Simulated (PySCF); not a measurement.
CBClFNO. Atoms are numbered in the order given.

```xyz
6

B     -0.4736     0.6145     0.0000
Cl     0.9938     1.5893     0.0000
F     -1.6395     1.2310     0.0000
N     -0.4273    -0.7941     0.0000
C      0.0156    -1.9130     0.0000
O      0.3907    -3.0167     0.0000
```

The structure is a stationary point at B3LYP-D3(BJ)/def2-SVP. One conformer was computed; it need not be the lowest.

Method: CAM-B3LYP/def2-TZVP in PySCF.

Symmetry labels are those of the subgroup Cs that the program uses (full group Cs).

List the valence orbital energies around the gap with their symmetry. (The exact figures need the calculation; the answer reports its results.)


```
orbital  symmetry  energy (eV)
-------  --------  -----------
HOMO−7         A"       -15.88
HOMO−6         A"       -15.23
HOMO−5         A'       -15.19
HOMO−4         A'       -13.46
HOMO−3         A"       -11.92
HOMO−2         A'       -11.60
HOMO−1         A"       -10.98
HOMO           A'       -10.64
LUMO           A"        -0.33
LUMO+1         A'         1.10
LUMO+2         A'         1.61
LUMO+3         A'         2.58
```
